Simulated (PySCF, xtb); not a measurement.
AgCl, SMILES [Cl][Ag], multiplicity 1.

Harmonic wavenumbers (cm⁻¹) from GFN2-xTB run with xtb at its own minimum, in rising order: 310.

Question: What does PBE-D3(BJ)/def2-TZVPD (PySCF) give at its own minimum? (Estimate from the structure and the level; the computed values follow.)

Answer: 325. Paired by order, the mean absolute difference is 14 cm⁻¹ and the zero-point energies are 0.4 and 0.5 kcal/mol.
